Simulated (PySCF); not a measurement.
# Working out the ionisation energy of Mg²⁺

Mg²⁺ [Ne] (1S) → Mg³⁺ [He] 2s2 2p5 (2P). All numbers are calculated (PySCF 2.14, the spin-free X2C one-electron Hamiltonian (Gaussian nucleus), in cc-pVDZ-DK (4s3p1d, 18 functions)). Frozen: [He] 2s2. Energies in hartree (1 hartree = 27.21139 eV):

```csv
part,Mg²⁺ (lower),Mg³⁺ (upper)
UHF,-199.128929,-196.150789
CCSD correlation,-0.001667,-0.000421
(T),-0.000026,-0.000002
```

**Question.** What does Hartree-Fock give?

**Answer.** (-196.150789) − (-199.128929) = 2.978140 hartree = 81.039 eV.

**Question.** What do CCSD and CCSD(T) give?

**Answer.** The CCSD correlation energies differ by 0.001246 hartree = 0.034 eV and the triples by 0.000024 hartree = 0.001 eV, so CCSD gives 81.073 eV and CCSD(T) 81.074 eV.

Reference: 80.144 eV (measured; NIST Atomic Spectra Database, ionization energies), between the lowest levels; spin-orbit coupling is absent from the calculation.

A double-zeta basis recovers only part of the correlation energy.

What remains against the reference includes basis incompleteness, the frozen core and higher excitations.
